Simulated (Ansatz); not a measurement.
Scan of the C1–H5 bond length

CH₆BNO (SMILES CB(N)O), closed shell, at its PBE0-D4/def2-TZVP minimum:

C1  (-0.969, 0.701, -0.137)
B2  (0.365, -0.143, -0.098)
N3  (0.613, -1.099, 0.900)
O4  (1.353, 0.022, -1.046)
H5  (-1.506, 0.537, -1.078)
H6  (-1.657, 0.464, 0.677)
H7  (-0.755, 1.773, -0.083)
H8  (1.461, -1.638, 0.927)
H9  (-0.034, -1.301, 1.638)
H10  (1.130, 0.685, -1.699)
(Å)

The bond length C1–H5 (1.095 Å at the minimum) is set to the values below, the two halves moving rigidly along the bond. Each method's energies count from its own value at the PBE0-D4 minimum structure. Ansatz 0.2.0; basis: def2-TZVPP; cores frozen in the correlated methods.

CCSD(T) energies along the scan:
```tsv
bond length (Å)	CCSD(T) (kcal/mol)
0.898	21.76
0.944	11.55
1.012	3.02
1.091	0.01
1.178	2.21
1.273	8.57
1.373	17.65
1.478	28.33
1.588	39.74
```
They count from the CCSD(T) energy at the PBE0-D4 minimum.

Largest difference from the CCSD(T) curve over the scan: PBE-D4 2.43; r2SCAN-D4 0.22; PBE0-D4 1.04; wB97M-V 1.57 kcal/mol. Each curve counts from its own value at the minimum.

T1 diagnostic: at most 0.013.

For scale, one of the runs: CCSD(T)/def2-TZVPP, 208 basis functions (an equivalent command: `ansatz run in.yaml --threads 4`). The run took 41 s on 4 CPU threads (shared host), with 3 GiB of host memory at its peak.
